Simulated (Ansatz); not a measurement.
Program: Ansatz. Geometries: PBE0-D4/def2-TZVP. ΔE: electronic, gas phase. CCSD(T)/CBS is the MP2 limit (def2-TZVPP, def2-QZVPP) plus CCSD(T) − MP2 in def2-TZVPP, frozen cores. This one scheme is used for every species. Double bonds are as drawn, so ΔE can hold a change between cis and trans. DFT in def2-TZVPP. B3LYP here is the variant with VWN-RPA as its local correlation; programs differ in this. For Br outer-core shells are correlated without core-valence functions, which leaves a few kJ/mol of doubt a bond. Scalar relativity is left out up to krypton. Each species was taken in one conformer, which may not be the lowest.

Reaction (substitution at a C–C bond): `F/C=C(\F)CF` + HBr → `F/C=C(\F)Br` + fluoromethane

Q: Is it downhill or uphill in electronic energy at CCSD(T)/CBS, and by how much? (An estimate is asked.)

A: Computed: Uphill: ΔE = +10.5 kcal/mol.

Q: What do these levels give: r2SCAN-D4, PBE0-D4, B3LYP-D4, ωB97X-V, ωB97M-V, B2PLYP, r2SCAN, HF/def2-TZVPP, CCSD/def2-TZVPP, CCSD(T)/def2-TZVPP, SCS-MP2/def2-QZVPP, HF/CBS(def2)? (Best estimate.)

A: Ansatz gave: r2SCAN-D4 9.9, PBE0-D4 10.2, B3LYP-D4 9.7, ωB97X-V 10.9, ωB97M-V 11.0, B2PLYP 9.9, r2SCAN 9.9, HF/def2-TZVPP 13.6, CCSD/def2-TZVPP 11.5, CCSD(T)/def2-TZVPP 10.7, SCS-MP2/def2-QZVPP 9.4, HF/CBS(def2) 13.5 kcal/mol.

Largest T1 diagnostic among the species: 0.012.

In def2-TZVPP, CCSD(T) changes the Hartree–Fock value by −2.9 kcal/mol (the triples alone add −0.8 kcal/mol) and MP2 by −4.2 kcal/mol. From PBE to PBE0 (25 % exact exchange), in def2-TZVPP and without D4, ΔE moves by +1.8 kcal/mol.
